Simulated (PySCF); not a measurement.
## Bond length, frequency and bond energy of MgBe by level of theory

State: ¹Σ⁺ (singlet), closed shell. Set-up: Mg 6-311G(d,p), Be 6-311G(d,p); no relativity (PySCF 2.14). De refers to Mg + Be in their ground configurations, without counterpoise correction. A positive dipole means Mg(−)Be(+). Levels whose curve was spin-contaminated or gave no clean fit are not listed.

```json
{"Level": "LDA", "Re (Å)": "2.892", "ωe (cm⁻¹)": "216", "De (eV)": "0.345", "μ (D)": "-0.70", "CPU s a point (SCF and correlation, without the integrals)": "0.23"}
{"Level": "PBE", "Re (Å)": "2.956", "ωe (cm⁻¹)": "198", "De (eV)": "0.248", "μ (D)": "-0.69", "CPU s a point (SCF and correlation, without the integrals)": "0.43"}
{"Level": "r²SCAN", "Re (Å)": "2.989", "ωe (cm⁻¹)": "193", "De (eV)": "0.215", "μ (D)": "-0.59", "CPU s a point (SCF and correlation, without the integrals)": "0.59"}
{"Level": "M06-L", "Re (Å)": "2.938", "ωe (cm⁻¹)": "193", "De (eV)": "0.192", "μ (D)": "-0.74", "CPU s a point (SCF and correlation, without the integrals)": "0.59"}
{"Level": "PBE0", "Re (Å)": "3.048", "ωe (cm⁻¹)": "169", "De (eV)": "0.171", "μ (D)": "-0.52", "CPU s a point (SCF and correlation, without the integrals)": "0.83"}
{"Level": "M06", "Re (Å)": "3.095", "ωe (cm⁻¹)": "145", "De (eV)": "0.150", "μ (D)": "-0.44", "CPU s a point (SCF and correlation, without the integrals)": "0.54"}
{"Level": "HSE06", "Re (Å)": "3.038", "ωe (cm⁻¹)": "171", "De (eV)": "0.181", "μ (D)": "-0.54", "CPU s a point (SCF and correlation, without the integrals)": "0.53"}
```

What does a quarter of exact exchange do here, going from PBE to PBE0?

PBE0 less PBE: +9.2 pm in Re, -14.6 % in ωe, -0.08 eV in De. Exact exchange removes part of the self-interaction that spreads semilocal densities, and in most molecules shortens and stiffens the bond and lowers De; here Re and ωe go the other way.

What does the step from GGA to meta-GGA do here, going from PBE to r²SCAN?

r²SCAN less PBE: +3.3 pm in Re, -2.5 % in ωe, -0.03 eV in De. 

What does the gradient correction do here, going from LDA to PBE?

PBE less LDA: +6.4 pm in Re, -8.3 % in ωe, -0.10 eV in De. The gradient correction favours the more uneven density of free atoms, so it tends to lengthen bonds and takes away much of the overbinding of LDA; so it does here.

Closed-shell solutions of metal pairs were not tested for spin polarisation, which can lower them a little. The bond is weak. Basis-set superposition, not corrected here, can be much of De in a small basis, most of all at correlated wavefunction levels. Functionals without a dispersion term scatter widely for such bonds, and LDA overbinds them.

The whole job (state search and all levels along the bond) took about 1.6 min on 1 thread of Intel Xeon Platinum 8488C (shared host), peak memory 0.54 GiB.
